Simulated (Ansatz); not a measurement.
Ansatz results at the PBE0-D4/def2-TZVP geometry: LUMO energy (ωB97M-V/def2-TZVPP) 0.61 eV; HOMO–LUMO gap (PBE0/def2-TZVPP) 5.45 eV; LUMO energy (PBE/def2-TZVPP) -2.26 eV.

Problem. Which molecule gave them?
A. `NC1=CSC1`
B. `[GeH3][CH2]CBr`
C. `FCC1=CS1`
D. `C=C=C(C)I`

Solution. D. The others give `NC1=CSC1`: 2.08, 5.54, -0.70; `[GeH3][CH2]CBr`: 1.70, 7.62, -1.18; `FCC1=CS1`: 1.22, 4.73, -2.00.
